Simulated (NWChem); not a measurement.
System meant: PbHSCl, singlet; SMILES [SH][Pb][Cl]

NWChem input:

```
start job
memory heap 200 mb stack 900 mb global 1100 mb
geometry units angstroms noautoz
  Pb     0.503749    -0.012267     0.001210
  Cl    -1.102965     1.910917    -0.001116
  S     -1.284390    -1.862724     0.001949
  H     -0.328301    -2.838498     0.002040
end
basis spherical
  Pb library def2-svp
  Cl library def2-svp
  S library def2-svp
  H library def2-svp
end
ecp
  Pb library def2-ecp
end
dft
  xc xpbe96 cpbe96
  iterations 4
  mulliken
end
task dft energy
```

End of the output:

```
    Atom       Charge   Shell Charges
 -----------   ------   -------------------------------------------------------
    1 Pb  22    21.79   1.49  0.48  1.15  0.77  3.09  2.71  1.05  0.80  9.29  0.96
    2 Cl  17    17.11   2.00  1.96  1.07  0.84  5.82  2.22  3.21  0.01
    3 S   16    16.08   2.00  1.95  1.02  0.71  5.81  1.90  2.65  0.04
    4 H    1     1.01   0.61  0.32  0.08

 center of mass
 --------------
 x =   0.14177508 y =   0.03485069 z =   0.00000000

 moments of inertia (a.u.)
 ------------------
         881.401661771593          -0.000000000000           0.000000000000
          -0.000000000000         520.976116756907           0.000000000000
           0.000000000000           0.000000000000        1402.377778528500

     Multipole analysis of the density
     ---------------------------------

     L   x y z        total         alpha         beta         nuclear
     -   - - -        -----         -----         ----         -------
     0   0 0 0     -0.000000    -28.000000    -28.000000     56.000000

     1   1 0 0      1.641350     28.554613     28.554613    -55.467877
     1   0 1 0     -0.307472      0.344657      0.344657     -0.996785
     1   0 0 1     -0.000000     -0.000000     -0.000000      0.000000

     2   2 0 0    -41.776798   -116.427353   -116.427353    191.077908
     2   1 1 0     -1.440833     -3.093435     -3.093435      4.746036
     2   1 0 1      0.000000      0.000000      0.000000      0.000000
     2   0 2 0    -42.196950   -245.624433   -245.624433    449.051917
     2   0 1 1      0.000000      0.000000      0.000000      0.000000
     2   0 0 2    -38.717373    -19.358687    -19.358687      0.000000

 ------------------------------------------------------------------------
 dft energy failed                                                                                  0
 ------------------------------------------------------------------------
 ------------------------------------------------------------------------
  current input line :
    23: task dft energy
 ------------------------------------------------------------------------
 ------------------------------------------------------------------------
 This type of error is most commonly associated with calculations not reaching convergence criteria
 ------------------------------------------------------------------------
 For more information see the NWChem manual at https://nwchemgit.github.io

0:dft energy failed:Received an Error in Communication
```

Question: Find the fault in this run and fix the input.

Answer: The run did not converge; its last values are not results. Cause: the SCF was allowed too few iterations. This input runs:
```
start job
memory heap 200 mb stack 900 mb global 1100 mb
geometry units angstroms noautoz
  Pb     0.503749    -0.012267     0.001210
  Cl    -1.102965     1.910917    -0.001116
  S     -1.284390    -1.862724     0.001949
  H     -0.328301    -2.838498     0.002040
end
basis spherical
  * library def2-svp
end
ecp
  Pb library def2-ecp
end
dft
  xc xpbe96 cpbe96
  iterations 150
  mulliken
end
task dft energy
```
It converges to -1051.35615 Ha (PBE/def2-SVP with def2 effective core potentials on Pb).
